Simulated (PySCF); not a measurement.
CH5AlS.

```xyz
8

Al     0.2600    -1.4536     0.0000
H     -0.6584    -2.7392     0.0000
H      1.8447    -1.4690     0.0000
S     -0.7223     0.4785     0.0000
C      0.6848     1.6356     0.0000
H      0.6215     2.2631    -0.8880
H      0.6215     2.2631     0.8880
H      1.6384     1.1084     0.0000
```
Charge 0, spin multiplicity 1.

Geometry optimised at PBE0-D3(BJ)/def2-TZVP.

All values below come from PBE0/pcSseg-1 (PySCF). Non-relativistic, no solvent.

Question: Give the absolute GIAO shielding of each atom: isotropic value and principal components (ppm). (The exact figures need the calculation; the answer reports its results.)

Answer: 
```csv
atom,σ(iso),σ11,σ22,σ33,span
Al1,301.0,256.0,299.2,347.6,91.6
H2,26.2,23.7,23.7,31.3,7.6
H3,26.2,24.1,24.2,30.2,6.1
S4,561.4,358.0,638.6,687.6,329.6
C5,169.5,155.8,161.4,191.2,35.3
H6,29.1,23.4,26.7,37.1,13.6
H7,29.1,23.4,26.7,37.1,13.6
H8,29.3,23.8,28.2,35.7,11.9
```
